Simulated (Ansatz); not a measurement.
Total energies of the cluster Cd₂Se⁺ (the lowest doublet isomer of a short search) from Ansatz at PBE0-D4/def2-TZVP, gas phase (1 Eh = 27.2114 eV = 2625.5 kJ/mol). The reference geometry is relaxed at PBE0-D4/def2-TZVP.

```xyz
3

Cd   -1.572   -1.119    0.989
Cd    0.994    0.975   -1.661
Se    0.578    0.143    0.673
```

```tsv
state	geometry	energy (Eh)
charge 1 doublet	reference	-2736.56281
charge 0 triplet	reference	-2736.82120
charge 1 quartet	relaxed at PBE0-D4/def2-TZVP	-2736.53861
```

In the def2 sets Cd takes a core potential; there is no spin–orbit coupling.

Q: Work out the vertical electron affinity, to the triplet.

A: E(charge 1 doublet) − E(charge 0 triplet) = -2736.56281 − (-2736.82120) = 0.25839 Eh = 7.03 eV.

Q: Which of the charge 1 states is lowest, and how far above it are the others?

A: The doublet. quartet: -2736.53861 − (-2736.56281) = 0.02420 Eh = 63.5 kJ/mol.

The structure comes from a short search, and lower isomers may exist.
